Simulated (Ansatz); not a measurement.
Si₂H₈Cl₂O₂, closed shell: a nudged elastic band.

Input (in.yaml):

```yaml
crystal:
  periodic: [false, false, false]
  atoms:
    - {symbol: Si, position_ang: [-0.641414, 1.465557, -0.656419]}
    - {symbol: Si, position_ang: [0.113507, -0.419189, -1.806760]}
    - {symbol: Cl, position_ang: [-1.840784, 2.558252, -1.941551]}
    - {symbol: Cl, position_ang: [-1.891167, 0.932115, 0.922418]}
    - {symbol: H, position_ang: [0.334220, 2.443853, -0.140772]}
    - {symbol: H, position_ang: [1.030999, -0.496311, 1.368546]}
    - {symbol: O, position_ang: [1.411747, 0.129682, 0.722821]}
    - {symbol: H, position_ang: [-0.245860, -2.396976, 2.073962]}
    - {symbol: O, position_ang: [-0.104356, -1.486652, 2.345073]}
    - {symbol: H, position_ang: [-0.772796, -0.631295, -2.983705]}
    - {symbol: H, position_ang: [0.036557, -1.620447, -0.938394]}
    - {symbol: H, position_ang: [1.501128, -0.196952, -2.281293]}
    - {symbol: H, position_ang: [1.973792, 0.727551, 1.219418]}
    - {symbol: H, position_ang: [-0.905475, -1.008987, 2.096554]}
basis:
  gaussian: {orbitals: def2-SVP}
hamiltonian: {xc: pbe0, dispersion: d4}
neb:
  images: 5
  climbing: true
  max_iterations: 30
  initial_path: idpp
  climb: true
  final_atoms:
    - {symbol: Si, position_ang: [-0.172335, 2.344480, 0.426028]}
    - {symbol: Si, position_ang: [-0.111241, -1.675580, -1.655387]}
    - {symbol: Cl, position_ang: [-0.512583, 2.283556, -1.587970]}
    - {symbol: Cl, position_ang: [-1.846354, 1.562636, 1.341682]}
    - {symbol: H, position_ang: [-0.027282, 3.751640, 0.820746]}
    - {symbol: H, position_ang: [0.926788, -1.590038, 2.143798]}
    - {symbol: O, position_ang: [1.131008, 1.513861, 0.863858]}
    - {symbol: H, position_ang: [-1.247632, -1.061098, -0.924634]}
    - {symbol: O, position_ang: [0.475899, -1.063764, 1.479036]}
    - {symbol: H, position_ang: [-0.468183, -1.781328, -3.094426]}
    - {symbol: H, position_ang: [0.142394, -3.039241, -1.122827]}
    - {symbol: H, position_ang: [1.106164, -0.842645, -1.512160]}
    - {symbol: H, position_ang: [1.035342, 0.556672, 1.040434]}
    - {symbol: H, position_ang: [-0.431885, -0.958950, 1.781723]}
```

Command:

```bash
ansatz run in.yaml --threads 5 --pin off --events-out ev --progress --plain --max-ram 66560MiB --backend cpu
```

The run's output (Ansatz 0.2.0):

```
Error: YAML parse error: error: line 26 column 3: unknown field `climb`, expected one of images, spring, climbing, order_check, relax_end_points, f_tol, exx_force_gate, max_iterations, max_displacement, density_extrapolation, optimiser, initial_path, freeze_fraction, magnetization_jump, magnetization_bend, levels_near_fermi, parallel_images, constraints, final_atoms
  --> <input>:26:3
   |
24 |   max_iterations: 30
25 |   initial_path: idpp
26 |   climb: true
   |   ^ unknown field `climb`, expected one of images, spring, climbing, order_check, relax_end_points, f_tol, exx_force_gate, max_iterations, max_displacement, density_extrapolation, optimiser, initial_path, freeze_fraction, magnetization_jump, magnetization_bend, levels_near_fermi, parallel_images, constraints, final_atoms
27 |   final_atoms:
28 |     - {symbol: Si, position_ang: [-0.172335, 2.344480, 0.426028]}
   |
```

The run took 0.05 s on 5 CPU threads of an AMD EPYC 7R13 (shared host), with 0.72 GiB of host memory at its peak.


The program refused the input. The block holds a key that the program does not know.